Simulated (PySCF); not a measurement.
Frontier orbitals and the lowest excitations

Species: C₆H₁₀FN₃.
Cartesian coordinates in Å at the PBE0-D3(BJ)/def2-SVP level; atoms count from 1:
```
atom  x, y, z in Å
C1    -1.8085   -1.3689   -0.5305
C2    -1.5984   -0.0617    0.2131
C3    -0.4755    0.7964   -0.3607
C4    -0.3193    2.1303    0.3507
N5     0.7857    0.0636   -0.3316
N6     1.4789   -0.1849   -1.4161
C7     2.5543   -0.8406   -0.9827
C8     2.4254   -0.9464    0.4081
F9     3.2444   -1.5102    1.2638
N10    1.3071   -0.3697    0.7995
H11   -2.6320   -1.9480   -0.0875
H12   -0.9058   -1.9974   -0.4955
H13   -2.0517   -1.1949   -1.5909
H14   -2.5196    0.5435    0.1923
H15   -1.3747   -0.2553    1.2752
H16   -0.6473    0.9591   -1.4354
H17   -0.0852    1.9721    1.4137
H18    0.4904    2.7220   -0.0997
H19   -1.2522    2.7081    0.2800
H20    3.3349   -1.1932   -1.6512
```

Level of theory: TDDFT PBE0/def2-SVPD, vertical, gas phase, core orbitals frozen in the response in PySCF.

Frontier orbitals with the atoms that hold most of them (Löwdin shares over 4%, at most four atoms; ? is withheld):

```csv
orbital,ε (eV),atoms
LUMO+2,1.15,"C4 13%, C8 12%, H19 10%, H12 8%"
LUMO+1,0.66,"C4 12%, C1 11%, C2 10%, H14 8%"
LUMO,-0.31,?
HOMO,-7.54,?
HOMO-1,-8.63,"N10 34%, N6 30%, C7 13%, N5 9%"
HOMO-2,-8.80,"N6 49%, N10 30%, C7 6%, N5 5%"
HOMO-3,-9.50,"N10 18%, C2 13%, N6 9%, C3 9%"
```

Q: Give the leading atoms of the HOMO.

A: N5 (bonded to C and 2 N) 24%; C7 (bonded to C, N and H) 22%; C8 (bonded to C, F and N) 21%; F9 (bonded to C) 10%. By element: carbon 42% or more, nitrogen 24% or more, fluorine 10%.

Q: Give the leading atoms of the LUMO.

A: N6 (bonded to C and N) 30%; N5 (bonded to C and 2 N) 21%; N10 (bonded to C and N) 21%; C7 (bonded to C, N and H) 12%. By element: nitrogen 71%, carbon 12% or more.

Q: How does S1 compare with the orbital gap of 7.23 eV?

A: S1 is at 6.36 eV (f = 0.199), 0.87 eV below the gap, made of HOMO→LUMO (94%). Without the coupling terms of the response equations the lowest excitation would equal the gap.

Q: Give energy, strength and leading configuration of S1, S2, S3 and S5, and follow the Löwdin shares of the leading atoms from the occupied to the empty orbital.

A: 
- S1 (6.36 eV, f 0.199), HOMO→LUMO (94%): N5 24% → 21%, C7 22% → 12%, N6 at most 11% → 30%
- S2 (6.54 eV, f 0.0004), HOMO-2→LUMO (99%): N6 49% → 30%, N10 30% → 21%, N5 5% → 21%
- S3 (7.18 eV, f 0.0075), HOMO→LUMO+1 (86%): N5 24% → at most 8%, C7 22% → at most 8%, C4 at most 11% → 12%, C1 at most 11% → 11%
- S5 (7.59 eV, f 0.022), HOMO-1→LUMO (74%): N10 34% → 21%, N6 30% → 30%, N5 9% → 21%

One conformer stands for the species.
